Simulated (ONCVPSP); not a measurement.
# Before and after: ONCV potential for molybdenum (Mo)

ONCVPSP 4.0.1 input, shortened (lines: element, Z, core and valence counts, functional; n l f; lmax; l rc ep ncon nbas qcut; lloc lpopt rc5 dvloc0; l nproj debl; icmod fcfact rcfact), LDA (Perdew-Wang 92), fully relativistic:

```
  Mo 42.00    6    4  -001012      upf
    1    0    2.00
    2    0    2.00
    2    1    6.00
    3    0    2.00
    3    1    6.00
    3    2   10.00
    4    0    2.00
    4    1    6.00
    4    2    5.00
    5    0    1.00
    2
    0    2.05    0.00    4    7    5.50
    1    1.35    0.00    4    7    5.40
    2    1.35    0.00    3    6    8.40
    2    5    1.35    0.00
    0    2    3.60
    1    2    0.40
    2    0    1.40
    3    2.50    1.20
```

Open shells are filled in proportion to 2j + 1.

In the p channel the program set the typed energies aside and used -1.388, 0.250 Ha (j = l + 1/2; the other j can differ).

Change: all radii but the core radius scaled by about 1.32 (s 2.70, p 1.78, d 1.78 bohr).

Cutoffs: the cutoffs (Ha) at which the residual kinetic energy of the hardest occupied pseudo-wave falls to 1 and 0.1 mHa per electron; they do not see the model core or the augmentation charge, which bear on the density cutoff. Errors are all-electron minus pseudo energies relative to the spin-unpolarised reference configuration.

Predict the effect on cutoff, ghosts and configuration errors.

The potential gets softer (64 Ha and 81 Ha → 20 Ha and 25 Ha); of the 4 tests that both files solve, the error grows in 1 and shrinks in 1 by more than 15 % and 0.3 meV (median size 1.2 → 1.4 meV); neither file shows a bound ghost. A larger radius leaves more room for a smooth pseudo-wave, so fewer plane waves are needed. In the base the local d channel has no projectors, so it cannot carry the spin–orbit splitting, and the file is wrong for that shell. In the changed file the local d channel has no projectors, so it cannot carry the spin–orbit splitting, and the file is wrong for that shell.

```tsv
quantity	base	changed
cutoff, loose	64 Ha	20 Ha
cutoff, tight	81 Ha	25 Ha
loose cutoff by channel	s 8.8 Ha, p 64 Ha, d 22 Ha	s 7.1 Ha, p 12 Ha, d 20 Ha
bound ghosts	none	none
GHOST(+) flags under 300 eV	none	none
largest miss of a reference level, eV	0.12	0.12
error for 4s2 4p6 4d5 5s0, meV [ΔE 7.18 eV]	-1.4	-1.9
error for 4s2 4p6 4d4 5s0, meV [ΔE 22.88 eV]	+0.7	-0.9
error for 4s2 4p6 4d3 5s0, meV [ΔE 49.84 eV]	+7.9	+6.5
error for 4s2 4p6 4d4 5s1, meV [ΔE 8.26 eV]	+1.0	+0.9
rms error of d²Exc/dni dnj with the model core, mHa	5.48	5.70
```
